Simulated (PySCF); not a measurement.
# Successive I–F bond energies

Computed with PySCF, PBE0, basis I def2-SVP with ECP28, F def2-SVP (scalar-relativistic core potentials, no spin–orbit coupling, density fitting).

Each entry is the lowest minimum that a search over a few typed start shapes (and spin states, where more than one is plausible) found, or that minimum re-optimised at the stated level; isomers with ligand–ligand bonds, or fragments after loss of a ligand pair, can lie lower.

Total energies (Eh), which compare only within these settings: F atom -99.54905.

```json
{"species": "IF₄", "2S+1": "2", "group": "C4v", "E (Eh)": "-696.21518", "ZPE (kJ/mol)": "20.0"}
{"species": "IF₅", "2S+1": "1", "group": "C4v", "E (Eh)": "-795.88522", "ZPE (kJ/mol)": "30.1"}
{"species": "IF₆", "2S+1": "2", "group": "Oh", "E (Eh)": "-895.48168", "ZPE (kJ/mol)": "32.4"}
```

(1) What are De and D0 for IF₅ → IF₄ + F?

(2) What are De and D0 for IF₆ → IF₅ + F?

## Answers

(1) De = [(-696.21518) + (-99.54905) − (-795.88522)] × 2625.5 = 318 kJ/mol. The zero-point energy changes by -10.1 kJ/mol, so D0 = 308 kJ/mol.

(2) De = [(-795.88522) + (-99.54905) − (-895.48168)] × 2625.5 = 124 kJ/mol. The zero-point energy changes by -2.4 kJ/mol, so D0 = 122 kJ/mol.

Atoms and open shells are unrestricted, without spin–orbit or basis-set superposition corrections.

Spin–orbit coupling can matter for elements this heavy.
